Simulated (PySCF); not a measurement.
Match each property card to its molecule.

Structures:
1. `[CH3][GeH2][Se][GeH2][PH2]`
2. `CO/C=C(\C)F`
3. `ClB(Cl)[C@H]1[C@H]2C=C[C@@H]1C=C2`
4. `NC[SiH2]O`
5. `FCCCBr`

Card P (geometry PBE0-D3(BJ)/def2-SVP):
- Rotational constants A, B, C: 13.154, 1.000, 0.966 GHz
- Static isotropic polarisability (PBE0/def2-SVPD): 61.4 au
- Largest of the computed one-bond spin–spin couplings (means over like bonds) (B3LYP/pcJ-1 (pcSseg-1 on Br), spin–dipole term left out for some pairs): 19F–13C -235.0, 13C–1H +157.0 (×2), 13C–1H +154.1 (×2), 13C–1H +135.9 (×2), 13C–13C +38.2, 13C–13C +37.8 Hz
- Core binding energies (ΔSCF SCAN, pcX-2 on the ionised atom, pcseg-1 elsewhere, spin-free X2C): C1s 291.4, C1s 292.0, C1s 293.4, F1s 692.7 eV
- HOMO energy (PBE0/def2-SVPD): -7.99 eV
- Lowest triplet excitation (Tamm–Dancoff) (TDA PBE0/def2-SVPD): 5.51 eV
- Dipole moment (PBE0/def2-SVPD): 2.13 D

Card Q (geometry PBE0-D3(BJ)/def2-SVP):
- Rotational constants A, B, C: 1.674, 0.797, 0.645 GHz
- Static isotropic polarisability (PBE0/def2-SVPD): 110.0 au
- Strongest line among the 6 lowest singlet transitions (TDDFT PBE0/def2-SVPD): S1 at 4.45 eV (278 nm, f = 0.022)
- Lowest singlet excitation (TDDFT PBE0/def2-SVPD): 4.45 eV (278 nm, f = 0.022)
- Dipole moment (PBE0/def2-SVPD): 1.73 D
- HOMO energy (PBE0/def2-SVPD): -6.80 eV

Card R (geometry PBE0-D3(BJ)/def2-SVP):
- Rotational constants A, B, C: 9.278, 4.402, 3.311 GHz
- Static isotropic polarisability (PBE0/def2-SVPD): 53.4 au
- Dipole moment (PBE0/def2-SVPD): 3.39 D
- Strongest line among the 10 lowest singlet transitions (TDDFT PBE0/def2-SVPD): S8 at 8.12 eV (153 nm, f = 0.068)
- Vertical ionisation energy (ΔSCF PBE0/def2-SVPD): 9.70 eV
- HOMO energy (PBE0/def2-SVPD): -7.49 eV

Card S (geometry PBE0-D3(BJ)/def2-SVP):
* Rotational constants A, B, C: 7.912, 1.989, 1.656 GHz
* Static isotropic polarisability (CAM-B3LYP/def2-SVPD): 57.8 au
* Dipole moment (CAM-B3LYP/def2-SVPD): 1.91 D
* Lowest singlet excitation (TDDFT CAM-B3LYP/def2-SVPD): 6.14 eV (202 nm, f = 0.013)
* Strongest line among the 6 lowest singlet transitions (TDDFT CAM-B3LYP/def2-SVPD): S2 at 6.60 eV (188 nm, f = 0.388)
* Point group: C1

Card T (geometry PBE0-D3(BJ)/def2-SVP):
* Rotational constants A, B, C: 1.272, 0.722, 0.540 GHz
* Static isotropic polarisability (CAM-B3LYP/def2-SVPD): 132.5 au
* Lowest singlet excitation (TDDFT CAM-B3LYP/def2-SVPD): 4.90 eV (253 nm, f = 0.008)
* HOMO energy (CAM-B3LYP/def2-SVPD): -7.88 eV
* Strongest line among the 10 lowest singlet transitions (TDDFT CAM-B3LYP/def2-SVPD): S5 at 6.30 eV (197 nm, f = 0.098)
* Isotropic shieldings of nuclei other than C and H, by class (GIAO HF/pcSseg-1): 616 (1 P), 1583 (1 Ge), 1599 (1 Ge), 2548 (1 Se) ppm
* Point group: C1

Species are written as SMILES; each is one conformer at its optimised geometry, gas phase, non-relativistic unless stated; the electronic structure was computed with PySCF and density fitting. NMR classes are plain means over equivalent atoms (diastereotopic ones count apart unless rotation or inversion swaps them), as if these changed places fast.

Which card belongs to which structure?

P = 5, Q = 3, R = 4, S = 2, T = 1. What ties each card to its structure:
- 1 (card T), CH9Ge2PSe, monoisotopic mass 279.8 u, 5 heavy atoms: an asymmetric top with C = 0.540 GHz, the lowest such constant on the cards; polarisability 132.5 au for 128 electrons.
- 2 (card S), C4H7FO, monoisotopic mass 90.0 u, 6 heavy atoms: an asymmetric top with C = 1.656 GHz; polarisability 57.8 au for 48 electrons; dipole 1.91 D.
- 3 (card Q), C7H7BCl2, monoisotopic mass 172.0 u, 10 heavy atoms: an asymmetric top with C = 0.645 GHz; polarisability 110.0 au for 88 electrons; dipole 1.73 D.
- 4 (card R), CH7NOSi, monoisotopic mass 77.0 u, 4 heavy atoms: an asymmetric top with C = 3.311 GHz, the highest such constant on the cards; polarisability 53.4 au for 42 electrons; dipole 3.39 D.
- 5 (card P), C3H6BrF, monoisotopic mass 140.0 u, 5 heavy atoms: core lines of C and F; an asymmetric top with C = 0.966 GHz; polarisability 61.4 au for 68 electrons; dipole 2.13 D.
